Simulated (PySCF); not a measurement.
Diatomic cations of Mg with the fifth-period p block

PBE with double-zeta basis sets in PySCF, for the lowest determinant that a PBE0 search found; no spin–orbit coupling. De refers to high-spin ground-configuration atoms (the charge goes to the atom of lower measured ionisation energy or higher electron affinity, which is not always the lowest computed limit). A positive dipole points towards Mg; it is taken about the centre of mass and depends on that origin.

```json
{"M": "In", "basis": "def2-SVP", "charged atom": "In+", "state (unpaired electrons)": "singlet (closed shell)", "Re (Å)": "3.317", "ωe (cm⁻¹)": "130", "De (eV)": "0.89", "μ (D)": "4.42"}
{"M": "Sn", "basis": "x2c-SVPall", "charged atom": "Sn+", "state (unpaired electrons)": "doublet (π ↑)", "Re (Å)": "2.960", "ωe (cm⁻¹)": "191", "De (eV)": "1.91", "μ (D)": "6.69"}
{"M": "Sb", "basis": "x2c-SVPall", "charged atom": "Mg+", "state (unpaired electrons)": "triplet (π ↑↑)", "Re (Å)": "2.777", "ωe (cm⁻¹)": "241", "De (eV)": "1.89", "μ (D)": "8.52"}
{"M": "Te", "basis": "cc-pVDZ/cc-pVDZ-PP", "charged atom": "Mg+", "state (unpaired electrons)": "doublet (π ↑)", "Re (Å)": "2.601", "ωe (cm⁻¹)": "312", "De (eV)": "2.00", "μ (D)": "10.17"}
{"M": "I", "basis": "x2c-SVPall", "charged atom": "Mg+", "state (unpaired electrons)": "singlet (closed shell)", "Re (Å)": "2.503", "ωe (cm⁻¹)": "355", "De (eV)": "2.46", "μ (D)": "11.45"}
```

Task: By what factor does the bond length vary along the series?

Result: At PBE it runs from 2.503 Å (MgI⁺) to 3.317 Å (MgIn⁺), a factor of 1.33.

The rows differ in basis set, which adds steps of its own.

The state changes along the series, so neighbouring rows are not always alike in their bonding.

Closed-shell solutions of metal pairs were not tested for spin polarisation, which can lower them a little. Spin–orbit coupling is left out, which matters for elements this heavy, above all for dissociation energies. For an ion De counts to the pair picked by the measured ionisation energies or electron affinities, which need not be the lowest pair at this level. States were picked by a PBE0 search and need not be the measured ground states.
